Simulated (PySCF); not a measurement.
Telling isomers of C₆H₉N₃O apart by NMR

[PySCF 2.14.0 with density-fitted response routines: GIAO PBE0/pcSseg-1 shieldings; structure optimised with GFN2-xTB; fast rotation and ring inversion assumed for equivalent nuclei; non-relativistic; a single conformation; no solvent model]

References, each an isolated molecule treated in the same way: ¹H (σref 31.72), ¹³C (σref 186.93) vs TMS. Where no couplings were computed, multiplicities follow the n + 1 count of equivalent neighbours, and m marks all less simple cases (inequivalent or close neighbours, rings, F or P nearby). Shifts are as computed. Against solution values, carbons near 30 ppm lie about +3 ppm off and those near 130 ppm about +5 ppm. Of 1211 compounds with measured shifts, 218 miss one by over three times the rms of a fit or turn the order of signals round; such compounds aren't used in these exercises.

(1) Tabulate the signals of `CC(=O)c1c(C)nnn1C`, `CCn1nncc1C(C)=O`, `CC(=O)c1nnn(C)c1C` and their relative energies.

(2) What is the quickest way to tell CCn1nncc1C(C)=O from CC(=O)c1nnn(C)c1C?

(3) What is the quickest way to tell CC(=O)c1c(C)nnn1C from CCn1nncc1C(C)=O?

(4) What is the quickest way to tell CC(=O)c1c(C)nnn1C from CC(=O)c1nnn(C)c1C?

Results:

(1) 
| SMILES | carbon types | δC | δH | E rel. (kcal/mol) |
| --- | --- | --- | --- | --- |
| CC(=O)c1c(C)nnn1C | 3×C 3×CH3 | 192.7, 151.8, 137.7, 40.1, 33.5, 17.6 | 4.36 (s, 3H), 2.78 (s, 3H), 2.59 (s, 3H) | 3.2 |
| CCn1nncc1C(C)=O | 2×C 1×CH 1×CH2 2×CH3 | 193.0, 143.5, 138.4, 46.7, 30.9, 19.0 | 8.18 (s, 1H), 4.89 (q, 2H), 2.71 (s, 3H), 1.42 (t, 3H) | 5.6 |
| CC(=O)c1nnn(C)c1C | 3×C 3×CH3 | 200.6, 147.8, 145.4, 34.2, 30.5, 9.9 | 4.01 (s, 3H), 2.90 (s, 3H), 2.88 (s, 3H) | 0.0 |

Energies are electronic energies at PBE0/pcSseg-1 on these geometries, without zero-point or thermal terms, each for the one conformer computed, which needn't be the lowest.

(2) Both give the same number of carbon signals, but DEPT or the intensities differ. The first has an aromatic CH next to a ring nitrogen at 143.5 ppm, the second a substituted aromatic carbon next to a ring nitrogen (C) at 147.8 ppm. Their most deshielded carbons lie at 193.0 and 200.6 ppm. In the proton spectra the most deshielded non-exchanging signals are 8.18 (s, 1H) and 4.01 (s, 3H).

(3) Both give the same number of carbon signals, but DEPT or the intensities differ. The first has a substituted aromatic carbon next to a ring nitrogen (C) at 151.8 ppm, the second an aromatic CH next to a ring nitrogen at 143.5 ppm. Their most deshielded carbons lie at 192.7 and 193.0 ppm. In the proton spectra the most deshielded non-exchanging signals are 4.36 (s, 3H) and 8.18 (s, 1H).

(4) Both give the same number of carbon signals, with the same numbers of each carbon type, so the positions decide. The first has a ketone carbonyl carbon (C) at 192.7 ppm, the second a ketone carbonyl carbon (C) at 200.6 ppm.
